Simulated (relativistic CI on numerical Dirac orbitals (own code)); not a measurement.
# From line strength to rate: Lu+ 2911.39 Å (air)

Problem. For 4f14 6s 5d 3D_3 – 4f14 5d 6p 3F°_4 of Lu+ a semi-empirical relativistic CI calculation gives the line strength S = 33.48 e²a₀² in the length gauge. The measured levels are 14199.08 and 48536.83 cm⁻¹ (NIST Handbook). Find gf, f, A and the partial lifetime.

Working.
1. σ = 48536.83 − 14199.08 = 34337.75 cm⁻¹, so the vacuum wavelength is 10⁸/σ = 2912.25 Å.
2. gf = 303.756 S/λ(Å) = 3.492, log gf = 0.543; with g = 7 for the lower level, f = 0.499.
3. A = 2.02613 × 10¹⁸ S/(g_u λ³) with g_u = 9: A = 3.05 × 10^8 s⁻¹.
4. The partial lifetime for this S is 1/A = 3.28 ns; in the calculation this line carries 95 % of the decay of the upper level.

Check. The Handbook lists A = 2.42 × 10^8 s⁻¹, a tabulated value with its own uncertainty (a few per cent for the best lines, 25 % or more for others); ours lies 26 % above it. The velocity form of the same calculation gives S = 33.4, and the gap between the two forms is a rough gauge of the error in S. With the computed energy (29615 cm⁻¹) in place of the measured one the rate would change by the factor (σ_calc/σ)³ = 0.64.
